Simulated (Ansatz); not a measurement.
A run for Ansatz (a quantum-chemistry and plane-wave program): R-B97M-V/def2-TZVPP on C2H4F2 (SMILES FCCF).

Ansatz 0.2 input:
```yaml
crystal:
  periodic: [false, false, false]
  atoms:
    - {symbol: F, position_ang: [1.45333014, -1.02167328, 0.12598800]}
    - {symbol: C, position_ang: [0.73860672, 0.16051574, -0.05122841]}
    - {symbol: C, position_ang: [-0.73860621, -0.16050876, 0.05126884]}
    - {symbol: F, position_ang: [-1.45334337, 1.02160353, -0.12639357]}
    - {symbol: H, position_ang: [1.04071428, 0.86613803, 0.72457381]}
    - {symbol: H, position_ang: [0.98344831, 0.56797936, -1.03360687]}
    - {symbol: H, position_ang: [-1.04058587, -0.86639120, -0.72434652]}
    - {symbol: H, position_ang: [-0.98356398, -0.56766342, 1.03374473]}
basis:
  gaussian:
    orbitals: def2-TZVPP
hamiltonian:
  xc: {name: B97M-V}
scf: {lower_state_search: off}
```

The head of its log:

```
WARN ansatz: RAYON_NUM_THREADS=2 ignored (pool sized by the plan → 2); use --threads N
Functional definition: B97M-V
these checks for a lower state are left out or cut short: stability, starts, cluster_reference, orbital_swaps, neighbouring_geometries, increment
integrals: 0.08 GiB planned
908 factors; their error is unknown
mean field: 0.71 GiB planned
mean field evaluation 1: about -7570.4305 eV, gradient 4.1e1 eV
mean field evaluation 2: about -7569.5522 eV, gradient 4.5e1 eV
```

Task: Give the final energy of this run.

Result: -278.3363 hartree.
